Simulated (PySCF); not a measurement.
**Bond length, frequency and bond energy of KN by level of theory**

State: ³Σ⁻ (triplet), unpaired electrons π ↑↑. Set-up: PySCF, spin-free X2C with a Gaussian nucleus, basis sets K x2c-SVPall, N x2c-SVPall. De refers to K + N in their high-spin ground configurations, without counterpoise correction. The functionals are run spin-unrestricted. A positive dipole means K(−)N(+). Levels whose curve was spin-contaminated or gave no clean fit are not listed.

| Level | Re (Å) | ωe (cm⁻¹) | De (eV) | μ (D) |
| --- | --- | --- | --- | --- |
| ROHF | 2.550 | 343 | -1.11 | -9.85 |
| ROHF-MP2 | 2.577 | 306 | -0.184 | n/a |
| ROHF-SCS-MP2 | 2.585 | 299 | -0.127 | n/a |
| ROHF-CCSD | 2.777 | 151 | 0.009 | n/a |
| ROHF-CCSD(T) | 2.838 | 150 | 0.112 | n/a |

Question: What does second-order correlation do here, going from ROHF to ROHF-MP2?

Answer: ROHF-MP2 less ROHF: +2.7 pm in Re, -10.8 % in ωe, +0.93 eV in De. Correlation nearly always deepens the well. The bond lengthens, as in strong covalent bonds, where excitations into antibonding orbitals dominate.

Question: What does the triples do here, going from ROHF-CCSD to ROHF-CCSD(T)?

Answer: ROHF-CCSD(T) less ROHF-CCSD: +6.1 pm in Re, -0.7 % in ωe, +0.10 eV in De. Correlation nearly always deepens the well. The bond lengthens, as in strong covalent bonds, where excitations into antibonding orbitals dominate.

Question: What does all correlation do here, going from ROHF to ROHF-CCSD(T)?

Answer: ROHF-CCSD(T) less ROHF: +28.8 pm in Re, -56.3 % in ωe, +1.22 eV in De. Correlation nearly always deepens the well. The bond lengthens, as in strong covalent bonds, where excitations into antibonding orbitals dominate.

Correlated steps freeze 6 core orbitals. The bond is weak. Basis-set superposition, not corrected here, can be much of De in a small basis, most of all at correlated wavefunction levels. The CCSD T1 diagnostic is raised, a sign that a single reference may not be enough here. UHF is strongly spin-contaminated for KN, so the ROHF reference used there is far from stable. A negative De means that the minimum lies above the separated atoms at that level. The state was picked by a PBE0 search and need not be the measured ground state.
